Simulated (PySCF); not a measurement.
# AsF under electron impact: the energy ladder

r²SCAN in PySCF with aug-pcseg-1 on every atom, for the lowest determinant that a PBE0 search found; no spin–orbit coupling.

```tsv
species	state (unpaired electrons)	Re (Å)	ωe (cm⁻¹)	energy of the minimum from the neutral (eV)	De (eV)	dissociates to
AsF	triplet (π ↑↑)	1.787	663	0.00	4.22	As + F
AsF⁺	doublet (π ↑)	1.707	786	9.77	4.64	As⁺ + F
```

Question: Work out the lowest energy to break AsF into atoms, from its vibrational ground state.

Answer: D0 = De − ωe/2 = 4.22 − 0.04 = 4.18 eV (r²SCAN/aug-pcseg-1).

Question: Work out the ionisation energy of the As atom at this level and the threshold of dissociative ionisation.

Answer: IE(As) = 9.77 + 4.64 − 4.22 = 10.19 eV, so As⁺ + F + e⁻ appears at D0 + IE(As) = 14.37 eV (r²SCAN/aug-pcseg-1). The measured IE(As) is 9.789 eV (NIST ASD).

These are thermodynamic thresholds; the onsets seen under electron impact lie higher where the geometry changes, and cross-sections peak well above them.

Spin–orbit coupling is left out. For an ion De counts to the pair picked by the measured ionisation energies or electron affinities, which need not be the lowest pair at this level. States were picked by a PBE0 search and need not be the measured ground states.
